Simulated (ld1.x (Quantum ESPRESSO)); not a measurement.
Values are calculated unless marked as measured or tabulated.
Potentials for antimony (Sb) compared

Generated with ld1.x 7.5 (TM, RRKJ, ultrasoft, PAW), atompaw 4.2 or ONCVPSP 4.0.1. The cutoff is in Ry: for ld1.x and atompaw files where the sum of valence levels is converged to 10 mRy in a Bessel basis, for ONCV files where the hardest occupied wave has 1 mHa per electron of residual kinetic energy. The error is the largest all-electron minus pseudo excitation energy over each file’s own four to seven test configurations (ionisations up to +4, promotions, holes and added fractions of an electron), all of which were solved. The labels leave out finer settings (local radius, basis sizes, second energies), which also bear on the numbers. Spin-polarised tests are not counted. The rows are a selection from randomly drawn settings: files with unsolved tests, undetermined cutoffs or missed reference levels are left out.

A true bound ghost makes a file unfit for plane-wave use even where its test errors are small: the radial tests pick states by their node count and pass the ghost by.

```tsv
potential	cutoff (Ry)	largest error (meV)	bound ghosts
TM, PBE, scalar-relativistic, rc 1.55/2.35/2.55 (spd), local p, core correction yes, reference 5s2 5p1	50	-245	none
RRKJ, PBE, scalar-relativistic, rc 1.40/1.95 (sp), local s, core correction no, reference 5s2 5p3	45	+119	none
TM, PW91, scalar-relativistic, rc 2.00/1.85 (sp), local smoothed, core correction no, reference 5s2 5p3	30	+196	none
TM, PBE, scalar-relativistic, rc 1.80/1.70 (sp), local smoothed, core correction yes, reference 5s2 5p3	40	-461	none
TM, LDA (PZ), scalar-relativistic, rc 1.90/1.60/0.95/1.60 (spdf), local d, core correction no, reference 4d10 5s2 5p1	120	-182	s, p
TM, PBEsol, scalar-relativistic, rc 2.00/1.65/1.45 (spd), local s, core correction no, reference 4d10 5s2 5p3	90	-3.9	p
```

Fill in the row for Sb: TM semilocal, PBE, scalar-relativistic, rc 1.55/2.10/2.30 (spd), local p, core correction yes, reference 5s2 5p1.5.

cutoff 50 Ry, largest error -316 meV, bound ghosts: none.

Fill in the row for Sb: TM, PBE, scalar-relativistic, rc 1.80/1.85/1.95 (spd), local s, core correction yes, reference 5s2 5p3.

cutoff 30 Ry, largest error -144 meV, bound ghosts: d.

Fill in the row for Sb: TM, PBE, fully relativistic, rc 1.95/2.25 (sp), local s, core correction yes, reference 5s2 5p3.

cutoff 25 Ry, largest error -452 meV, bound ghosts: none.
